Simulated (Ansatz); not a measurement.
An input meant for `CCC(C)CC(C)CC(C)C` (charge 0, singlet; atoms displaced at random, 0.03 Å in each coordinate).

```yaml
crystal:
  periodic: [false, false, false]
  atoms:
    - {symbol: C, position_ang: [-3.759807, 1.309677, 0.421016]}
    - {symbol: C, position_ang: [-3.345229, 0.311294, -0.669558]}
    - {symbol: C, position_ang: [-1.813173, 0.024332, -0.772046]}
    - {symbol: C, position_ang: [-1.455289, -0.862624, -1.913652]}
    - {symbol: C, position_ang: [-1.209650, -0.465602, 0.578586]}
    - {symbol: C, position_ang: [0.323763, -0.818332, 0.621978]}
    - {symbol: C, position_ang: [0.668145, -1.397161, 2.003583]}
    - {symbol: C, position_ang: [1.139130, 0.443783, 0.304066]}
    - {symbol: C, position_ang: [2.673492, 0.286927, 0.272914]}
    - {symbol: C, position_ang: [3.165776, -0.799473, -0.739641]}
    - {symbol: C, position_ang: [3.399724, 1.655864, 0.002575]}
    - {symbol: H, position_ang: [-4.810244, 1.486319, 0.344727]}
    - {symbol: H, position_ang: [-3.274578, 2.322767, 0.256653]}
    - {symbol: H, position_ang: [-3.515698, 1.034327, 1.485854]}
    - {symbol: H, position_ang: [-3.663112, 0.636053, -1.663718]}
    - {symbol: H, position_ang: [-3.791732, -0.670944, -0.489817]}
    - {symbol: H, position_ang: [-1.326180, 1.022941, -0.987012]}
    - {symbol: H, position_ang: [-1.853281, -1.879795, -1.729015]}
    - {symbol: H, position_ang: [-1.892655, -0.469229, -2.899778]}
    - {symbol: H, position_ang: [-0.368199, -0.908107, -2.050100]}
    - {symbol: H, position_ang: [-1.446197, 0.240458, 1.404774]}
    - {symbol: H, position_ang: [-1.790188, -1.393517, 0.890325]}
    - {symbol: H, position_ang: [0.510353, -1.553998, -0.109898]}
    - {symbol: H, position_ang: [0.550119, -0.618565, 2.827703]}
    - {symbol: H, position_ang: [0.005507, -2.232563, 2.237337]}
    - {symbol: H, position_ang: [1.709533, -1.674357, 2.022963]}
    - {symbol: H, position_ang: [0.876181, 1.302828, 0.994067]}
    - {symbol: H, position_ang: [0.860967, 0.786098, -0.674680]}
    - {symbol: H, position_ang: [2.977354, -0.003205, 1.323208]}
    - {symbol: H, position_ang: [4.262549, -0.882016, -0.695581]}
    - {symbol: H, position_ang: [2.836156, -0.561737, -1.668339]}
    - {symbol: H, position_ang: [2.766095, -1.817875, -0.433221]}
    - {symbol: H, position_ang: [3.109247, 1.965509, -1.011520]}
    - {symbol: H, position_ang: [3.027168, 2.451450, 0.698955]}
    - {symbol: H, position_ang: [4.470224, 1.578635, 0.003482]}
basis:
  gaussian: {orbitals: cc-pVDZ}
hamiltonian: {xc: {name: HF}}
correlation: {method: mp2, frozen_orbitals: {C: 0}}
scf: {omitted_lower_state_checks: [starts]}
output: {forces: true}
```

```sh
$ ansatz run in.yaml --threads 4 --pin off --events-out ev --progress --plain --max-ram 6963MiB
```

Shortened log:

```
Functional definition: HF
  name "HF"
  cite "Fock, Z. Phys. 61, 126 (1930) doi:10.1007/BF01340294"
  parent pbe
  exchange = exact_x
  correlation = 0
these checks for a lower state are left out or cut short: starts
Error: "frozen_orbitals" has no count for H
```

(1) What is wrong with this run?

Results:

(1) Frozen orbitals are typed for one element alone, and the program wants a count for each (the count typed has to fit that element's core, too). The program refused the input.
